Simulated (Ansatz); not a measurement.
Program: Ansatz. Geometries: PBE0-D4/def2-TZVP. ΔE: electronic, gas phase. CBS: MP2 limit from def2 TZ/QZ plus the TZ coupled-cluster correction, frozen cores. Functionals use def2-TZVPP. B3LYP here is the variant with VWN-RPA as its local correlation; programs differ in this. Each species was taken in one conformer, which may not be the lowest.

Reaction (isomerisation): `CO[SiH2][SiH2]O` → `OC([SiH3])O[SiH3]`

```json
{"level": "B3LYP-D4", "ΔE (kJ/mol)": "147.8"}
{"level": "B3LYP", "ΔE (kJ/mol)": "149.2"}
{"level": "MP2/def2-QZVPP", "ΔE (kJ/mol)": "152.9"}
{"level": "MP2/CBS(def2)", "ΔE (kJ/mol)": "154.9"}
```

Task: What does CCSD(T)/CBS give? (An estimate is asked.)

Result: Ansatz gave: +151.1 kJ/mol. The listed levels differ from it by -3.3, -1.9, 1.8, 3.8 kJ/mol.

Largest T1 diagnostic among the species: 0.013.

From PBE to PBE0 (25 % exact exchange), in def2-TZVPP and without D4, ΔE moves by +4.0 kJ/mol.

CCSD(T)/CBS has its own doubt, a few kJ/mol and more with outer-core shells, so smaller differences from it don't rank the levels.
